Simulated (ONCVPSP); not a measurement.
Transferability test, ONCV potential for Cs

```json
{
 "Element": "Cs (Z = 55)",
 "Generator": "ONCVPSP 4.0.1",
 "Type": "optimised norm-conserving Vanderbilt (ONCV)",
 "Functional": "PBE",
 "Relativity": "scalar-relativistic",
 "Frozen core": "[Kr] 4d10",
 "Valence charge": "9",
 "Reference configuration": "5s2 5p6 6s1",
 "Partial waves": "5s+6s: rc 2.80 bohr, ncon 4, nbas 8, qcut 3.3 1/bohr, 2 projectors; 5p: rc 2.60 bohr, ncon 4, nbas 8, qcut 6.4 1/bohr, 2 projectors, debl 3.3 Ha; d scattering state at 0.03 Ha: rc 2.30 bohr, ncon 4, nbas 7, qcut 3.7 1/bohr, 2 projectors, debl 2.4 Ha",
 "Local potential": "polynomial inside 1.95 bohr (lpopt 5, dvloc0 0 Ha)",
 "Core correction": "none"
}
```

Energies are relative to the spin-unpolarised reference configuration 5s2 5p6 6s1; without spin polarisation the order of configurations can differ from experiment.

```json
{"valence configuration": "5s2 5p6 6s0", "charge": "+1", "ΔE all-electron (eV)": "3.863", "error AE − PS (meV)": "-0.3"}
{"valence configuration": "5s2 5p6 6s0.5", "charge": "+0.5", "ΔE all-electron (eV)": "1.471", "error AE − PS (meV)": "-0.1"}
{"valence configuration": "5s2 5p6 6s0 6p1", "charge": "0", "ΔE all-electron (eV)": "1.371", "error AE − PS (meV)": "+0.3"}
```

(1) What are ΔE and the potential's error for 5s1 5p6 6s1?

Note: no bound ghost flagged; GHOST(+) flagged for s at 51.5 eV.

Results:

(1) ΔE = 31.683 eV all-electron; the error (AE − PS) is -166 meV.
